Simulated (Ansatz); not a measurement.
Li2Cl2. Total charge 0; triplet. Geometry r2SCAN-D4/def2-TZVP.

Cartesian coordinates in Å:
```
Li -0.406 -0.651 -1.317
Li -0.989 0.807 0.833
Cl 1.043 1.010 -0.402
Cl 0.352 -1.166 0.887
```

LC-ωPBE has ω = 0.4 bohr⁻¹. B3LYP takes the VWN-RPA correlation. In the triplet, Cl3 and Cl4 lie 2.62 Å apart (atoms count from 1), so these atoms are partly bonded to each other. At PBE0-D4/def2-TZVP a singlet of charge 0 lies 4.93 eV below the triplet, each at its own geometry. The structure comes from a short search, and lower isomers may exist.

**Question.** Estimate the α-spin orbital energies around the gap (eV) in Ansatz with HF/6-31G, PBE-D4/def2-TZVP, B3LYP-D4/6-31G, PBE0-D4/def2-TZVP, LC-ωPBE/def2-TZVP.

**Answer.** 
```json
{"orbital": "HOMO−5", "HF/6-31G": "-14.30", "PBE-D4/def2-TZVP": "-9.01", "B3LYP-D4/6-31G": "-10.28", "PBE0-D4/def2-TZVP": "-10.51", "LC-ωPBE/def2-TZVP": "-13.44"}
{"orbital": "HOMO−4", "HF/6-31G": "-14.27", "PBE-D4/def2-TZVP": "-8.98", "B3LYP-D4/6-31G": "-10.22", "PBE0-D4/def2-TZVP": "-10.50", "LC-ωPBE/def2-TZVP": "-13.43"}
{"orbital": "HOMO−3", "HF/6-31G": "-13.15", "PBE-D4/def2-TZVP": "-8.12", "B3LYP-D4/6-31G": "-9.30", "PBE0-D4/def2-TZVP": "-9.54", "LC-ωPBE/def2-TZVP": "-12.33"}
{"orbital": "HOMO−2", "HF/6-31G": "-13.13", "PBE-D4/def2-TZVP": "-8.10", "B3LYP-D4/6-31G": "-9.30", "PBE0-D4/def2-TZVP": "-9.52", "LC-ωPBE/def2-TZVP": "-12.32"}
{"orbital": "HOMO−1", "HF/6-31G": "-12.33", "PBE-D4/def2-TZVP": "-7.16", "B3LYP-D4/6-31G": "-8.38", "PBE0-D4/def2-TZVP": "-8.63", "LC-ωPBE/def2-TZVP": "-11.37"}
{"orbital": "HOMO", "HF/6-31G": "-5.09", "PBE-D4/def2-TZVP": "-2.89", "B3LYP-D4/6-31G": "-3.41", "PBE0-D4/def2-TZVP": "-3.45", "LC-ωPBE/def2-TZVP": "-5.17"}
{"orbital": "LUMO", "HF/6-31G": "0.25", "PBE-D4/def2-TZVP": "-1.80", "B3LYP-D4/6-31G": "-1.49", "PBE0-D4/def2-TZVP": "-1.28", "LC-ωPBE/def2-TZVP": "0.18"}
{"orbital": "LUMO+1", "HF/6-31G": "1.11", "PBE-D4/def2-TZVP": "-1.15", "B3LYP-D4/6-31G": "-0.72", "PBE0-D4/def2-TZVP": "-0.51", "LC-ωPBE/def2-TZVP": "1.13"}
{"orbital": "LUMO+2", "HF/6-31G": "1.68", "PBE-D4/def2-TZVP": "-0.34", "B3LYP-D4/6-31G": "-0.14", "PBE0-D4/def2-TZVP": "0.28", "LC-ωPBE/def2-TZVP": "2.03"}
{"orbital": "LUMO+3", "HF/6-31G": "2.41", "PBE-D4/def2-TZVP": "0.69", "B3LYP-D4/6-31G": "0.87", "PBE0-D4/def2-TZVP": "1.39", "LC-ωPBE/def2-TZVP": "3.02"}
{"orbital": "LUMO+4", "HF/6-31G": "2.54", "PBE-D4/def2-TZVP": "0.82", "B3LYP-D4/6-31G": "0.89", "PBE0-D4/def2-TZVP": "1.44", "LC-ωPBE/def2-TZVP": "3.24"}
{"orbital": "LUMO+5", "HF/6-31G": "2.89", "PBE-D4/def2-TZVP": "1.01", "B3LYP-D4/6-31G": "0.90", "PBE0-D4/def2-TZVP": "1.74", "LC-ωPBE/def2-TZVP": "3.67"}
{"orbital": "β HOMO", "HF/6-31G": "-11.62", "PBE-D4/def2-TZVP": "-7.88", "B3LYP-D4/6-31G": "-8.98", "PBE0-D4/def2-TZVP": "-9.26", "LC-ωPBE/def2-TZVP": "-12.04"}
{"orbital": "β LUMO", "HF/6-31G": "-1.63", "PBE-D4/def2-TZVP": "-6.07", "B3LYP-D4/6-31G": "-5.55", "PBE0-D4/def2-TZVP": "-5.14", "LC-ωPBE/def2-TZVP": "-2.93"}
```
